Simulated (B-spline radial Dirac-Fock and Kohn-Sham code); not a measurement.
## Magnetic form factor of the 4f shell of Eu⁵⁺

System: europium as Eu⁵⁺ in the configuration [Kr] 4d10 4f5 5s2 5p5.

Input of the calculation (task.json; shells as n, l, electrons):

```json
{"items": [{
  "Z": 63,
  "q": 5,
  "cfg": [[1, 0, 2], [2, 0, 2], [2, 1, 6], [3, 0, 2], [3, 1, 6], [3, 2, 10], [4, 0, 2], [4, 1, 6], [4, 2, 10], [4, 3, 5], [5, 0, 2], [5, 1, 5]],
  "A": 153,
  "rrms": 5.1115,
  "do": ["scatter"],
  "s": [0.0, 0.05, 0.1, 0.15, 0.2, 0.25, 0.3, 0.35, 0.4, 0.45, 0.5, 0.6, 0.7, 0.8, 0.9, 1.0, 1.1, 1.2, 1.4, 1.6, 1.8, 2.0, 2.5, 3.0, 3.5, 4.0, 5.0, 6.0],
  "pz": [0, 0.1, 0.2, 0.3, 0.4, 0.5, 0.6, 0.8, 1.0, 1.2, 1.4, 1.6, 1.8, 2.0, 2.5, 3.0, 4.0, 5.0, 7.0, 10.0, 15.0, 20.0, 30.0, 40.0, 60.0, 100.0],
  "hv_scatter": [2000, 8047.8, 10000, 20000, 30000, 100000, 200000, 1000000]
}]}
```

Run with: `python xray_run.py task.json out`

Level of theory: Dirac-Fock orbitals of the configuration average with a finite nucleus; a radial B-spline solver. ⟨j_K⟩ is the integral of the 4f radial density with the spherical Bessel function j_K(4πsr), s = sin θ/λ.

```tsv
s (Å⁻¹)	⟨j0⟩	⟨j2⟩	⟨j4⟩	⟨j6⟩
0	1.0000	0.0000	0.0000	0.0000
0.05	0.9859	0.0056	0.0000	0.0000
0.1	0.9450	0.0217	0.0002	0.0000
0.15	0.8815	0.0458	0.0012	0.0000
0.2	0.8013	0.0748	0.0033	0.0001
0.25	0.7110	0.1052	0.0072	0.0004
0.3	0.6169	0.1340	0.0130	0.0010
0.35	0.5242	0.1590	0.0205	0.0021
0.4	0.4367	0.1787	0.0294	0.0037
0.45	0.3569	0.1928	0.0391	0.0061
0.5	0.2861	0.2011	0.0491	0.0091
0.6	0.1728	0.2031	0.0680	0.0167
0.7	0.0936	0.1907	0.0831	0.0257
0.8	0.0416	0.1702	0.0930	0.0348
0.9	0.0095	0.1463	0.0979	0.0430
1	-0.0089	0.1222	0.0984	0.0497
1.1	-0.0183	0.0998	0.0956	0.0547
1.2	-0.0220	0.0801	0.0904	0.0579
1.4	-0.0207	0.0492	0.0764	0.0597
1.6	-0.0155	0.0286	0.0612	0.0569
```

Radial moments of the shell: ⟨r²⟩ = 0.7735, ⟨r⁴⟩ = 1.269, ⟨r⁶⟩ = 3.810 in powers of bohr.
